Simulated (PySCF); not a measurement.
# Low-lying terms of Sc³⁺ (scandium, charge +3)

Ground state [Ar], ¹S. Calculation: PySCF 2.14, in aug-cc-pVDZ with one added diffuse shell each of s, p, d type (8s7p5d2f, 68 functions); the non-relativistic Hamiltonian (point nucleus). Vertical excitation energies in eV without spin-orbit coupling; excited terms of each kind are numbered among those the solver found. Frozen: [Ne].

```tsv
term	leading excitation	EOM-EE-CCSD
1 3P°	3p → d	30.127
1 3F°	3p → d	31.675
1 1D°	3p → d	33.799
1 3D°	3p → d	33.885
1 1F°	3p → d	34.095
1 1P°	3p → s	42.509
1 3S	3p → p	47.902
1 3D	3p → p	48.563
1 1D	3p → p	48.750
1 1P	3p → p	48.946
1 3P	3p → p	48.984
1 1S	3p → p	49.919
2 3S	3p → p	60.941
2 1D	3p → p	61.114
```

The solver can miss terms.
